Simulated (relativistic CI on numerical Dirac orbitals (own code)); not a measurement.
**Radial parameters of Nb VI**

Method of calculation: Dirac-Coulomb-Breit CI, KLI orbitals optimised for each configuration, a model potential for QED, valence Slater integrals scaled by 0.85, P86 correlation energy added to each configuration (own radial code, finite nucleus).

Slater integrals F^k, G^k are unscaled and averaged over j, outside the closed core [Ar] 3d10; ζ comes from projecting the Hamiltonian with its Breit term on Σ l·s of the shell.

- 4s2.4p5.4d: ζ(4p) = 12358, F^2(4p,4d) = 72509, G^1(4p,4d) = 90841, G^3(4p,4d) = 56166, ζ(4d) = 833.27 cm⁻¹; <r>(4p) = 1.227, <r^2>(4p) = 1.709, <r>(4d) = 1.515, <r^2>(4d) = 2.639 (bohr units).
- 4s.4p6.4d: G^2(4s,4d) = 66701, ζ(4d) = 843.1 cm⁻¹; <r>(4s) = 1.121, <r^2>(4s) = 1.418, <r>(4d) = 1.513, <r^2>(4d) = 2.63 (bohr units).
- 4s2.4p5.4f: ζ(4p) = 12709, F^2(4p,4f) = 39352, G^2(4p,4f) = 29283, G^4(4p,4f) = 19488, ζ(4f) = -30.06 cm⁻¹; <r>(4p) = 1.216, <r^2>(4p) = 1.678, <r>(4f) = 2.444, <r^2>(4f) = 6.918 (bohr units).

In this model ζ of a weakly bound d, f or g electron outside closed shells comes out too small, for d by up to a factor of two or three and at times with the wrong sign; that of an outer p electron is too small as well.

Averages of the first 10 configurations, taken without configuration mixing, which lowers the lowest level and can move excited configurations by several eV; other configurations of the list can lie among them:

```csv
Configuration,Parity,States,Average energy above the lowest level (eV)
4s2.4p6,even,1,0.1
4s2.4p5.4d,odd,60,37.4
4s.4p6.4d,even,20,67.6
4s2.4p5.4f,even,84,70.0
4s2.4p5.5s,odd,12,51.2
4s2.4p5.5p,even,36,58.9
4s.4p6.4f,odd,28,100.8
4s2.4p5.5d,odd,60,70.3
4s2.4p5.6s,odd,12,73.9
4s2.4p5.6p,even,36,77.3
```
